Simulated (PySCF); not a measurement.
# The 7-electron isoelectronic series, non-relativistic

Calculated with PySCF 2.14 from differences of total energies of unrestricted determinants, without spin-orbit coupling. Each ion has its own even-tempered basis scaled to its charge (18s11p6d5f5g for the first); frozen: nothing. Ionisation energies in eV, correlation energies of the ion in mhartree.

| ion | configuration | UHF | LDA | PBE | PBE0 | r2SCAN | MP2 (all electrons) | E_corr MP2 | NIST (with spin-orbit, Breit and QED) |
| --- | --- | --- | --- | --- | --- | --- | --- | --- | --- |
| Si⁷⁺ | [He] 2s2 2p3 (4S) | 303.83 | 304.26 | 303.93 | 304.17 | 304.74 | 304.37 | -189.4 | 303.59 ± 0.05 (s) |
| S⁹⁺ | [He] 2s2 2p3 (4S) | 448.29 | 448.48 | 448.19 | 448.49 | 449.20 | 448.77 | -193.1 | 447.7 ± 0.3 (s) |
| Ar¹¹⁺ | [He] 2s2 2p3 (4S) | 620.02 | 619.96 | 619.71 | 620.07 | 620.90 | 620.43 | -196.2 | 619 ± 0.4 (s) |
| Ca¹³⁺ | [He] 2s2 2p3 (4S) | 819.00 | 818.68 | 818.48 | 818.90 | 819.86 | 819.33 | -198.4 | 817.2 ± 0.6 (s) |
| Ti¹⁵⁺ | [He] 2s2 2p3 (4S) | 1045.2 | 1044.6 | 1044.5 | 1045.0 | 1046.1 | 1045.5 | -200.6 | 1042.5 ± 0.8 (s) |
| Cr¹⁷⁺ | [He] 2s2 2p3 (4S) | 1298.7 | 1297.8 | 1297.7 | 1298.2 | 1299.5 | 1298.8 | -201.9 | 1294.8 ± 1.6 (s) |
| Fe¹⁹⁺ | [He] 2s2 2p3 (4S) | 1579.3 | 1578.2 | 1578.2 | 1578.7 | 1580.1 | 1579.4 | -203.2 | 1575.6 ± 0.5 |
| Ni²¹⁺ | [He] 2s2 2p3 (4S) | 1887.2 | 1885.8 | 1885.8 | 1886.5 | 1888.0 | 1887.2 | -204.5 | 1880 ± 5 (s) |
| Zn²³⁺ | [He] 2s2 2p3 (4S) | 2222.3 | 2220.6 | 2220.7 | 2221.4 | 2223.0 | 2222.3 | -205.4 | 2214 ± 8 (s) |
| Ge²⁵⁺ | [He] 2s2 2p3 (4S) | 2584.7 | 2582.6 | 2582.8 | 2583.6 | 2585.3 | 2584.5 | -206.3 | 2575 ± 19 (s) |

Each ion has its own basis, which adds noise of up to about 0.1 % along the series.

NIST values marked (s) are semi-empirical, (t) theoretical. Open shells are high-spin determinants of the terms that Hund's rules give; for the heavier ions, far from LS coupling, these are not the ground levels.

All relativistic terms are absent from the calculated values; where these lie close to NIST, scalar and spin-orbit shifts of opposite sign can cancel.
